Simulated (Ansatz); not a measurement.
H₃OSiZn, SMILES `[SiH3][O][Zn]` radical, relaxed with UKS PBE0-D4/def2-TZVP in the Gaussian-basis code of Ansatz from a PBE-D4/def2-SVP geometry. The force threshold is 0.005 eV/Å; the program also tests the step.

The species carries charge 0 and has multiplicity 2.

Start:

```xyz
6

Si    0.146   -0.164   -0.482
O    -0.802    0.627    0.632
Zn   -0.699    0.805    2.452
H     1.578    0.328   -0.495
H    -0.429    0.063   -1.856
H     0.206   -1.659   -0.250
```

```json
{"step": "1", "energy (eV)": "-58382.5918", "largest force (eV/Å)": "0.936", "largest move (Å)": "0.000"}
{"step": "2", "energy (eV)": "-58382.6199", "largest force (eV/Å)": "0.529", "largest move (Å)": "0.024"}
{"step": "3", "energy (eV)": "-58382.6287", "largest force (eV/Å)": "0.093", "largest move (Å)": "0.019"}
{"step": "4", "energy (eV)": "-58382.6321", "largest force (eV/Å)": "0.061", "largest move (Å)": "0.028"}
{"step": "5", "energy (eV)": "-58382.6355", "largest force (eV/Å)": "0.024", "largest move (Å)": "0.059"}
{"step": "6", "energy (eV)": "-58382.6357", "largest force (eV/Å)": "0.023", "largest move (Å)": "0.021"}
{"step": "7", "energy (eV)": "-58382.6357", "largest force (eV/Å)": "0.001", "largest move (Å)": "0.002"}
```

End:

```xyz
6

Si    0.160   -0.174   -0.488
O    -0.704    0.568    0.667
Zn   -0.785    0.861    2.451
H     1.572    0.312   -0.529
H    -0.456    0.086   -1.818
H     0.213   -1.653   -0.284
```

Hardware: 4 threads of a server CPU on a shared host. Wall time 21 s, peak host memory 0.43 GiB.
